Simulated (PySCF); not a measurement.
# Working out the ionisation energy of C⁺

C⁺ [He] 2s2 2p1 (2P) → C²⁺ [He] 2s2 (1S). All numbers are calculated (PySCF 2.14, the spin-free X2C one-electron Hamiltonian (Gaussian nucleus), in cc-pVTZ-DK (4s3p2d1f, 30 functions)). Frozen: 1s2. Energies in hartree (1 hartree = 27.21139 eV):

```tsv
part	C⁺ (lower)	C²⁺ (upper)
UHF	-37.309855	-36.422641
CCSD correlation	-0.074502	-0.072835
(T)	-0.001146	0.000000
```

Question: What does Hartree-Fock give?

Answer: (-36.422641) − (-37.309855) = 0.887214 hartree = 24.142 eV.

Question: What do CCSD and CCSD(T) give?

Answer: The CCSD correlation energies differ by 0.001667 hartree = 0.045 eV and the triples by 0.001146 hartree = 0.031 eV, so CCSD gives 24.187 eV and CCSD(T) 24.218 eV.

Measured between the centres of the two terms (NIST): 24.378 eV, so CCSD(T) (valence) is off by -0.160 eV.

The coupled-cluster amplitudes are large, so a single reference is strained.

What remains against the reference includes basis incompleteness, the frozen core and higher excitations.
